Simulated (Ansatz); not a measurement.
Species: C$_{2}$H$_{6}$B, net charge 0, doublet state. It need not be the lowest isomer of its formula. SMILES: C[B]C
Geometry: optimised at B3LYP-D3(BJ)/def2-TZVP (Ansatz, a first-principles code).

Quantity: atomisation energy (electronic, to ground-state atoms), in kcal/mol. Valence correlation only, unless marked. UHF or UKS for open shells. No spin-orbit coupling. Non-relativistic. The coupled-cluster limit lacks core correlation, which all-electron functionals hold. CBS(X,Y): correlation extrapolated as X^-3; Hartree-Fock from the larger set.

```
level     program  atomisation energy (kcal/mol)
--------  -------  -----------------------------
HF/6-31G   Ansatz                          598.7
```

Task: Predict the CCSD(T)/CBS(cc-pVTZ,cc-pVQZ) result (Ansatz).

Result: 784.0 kcal/mol
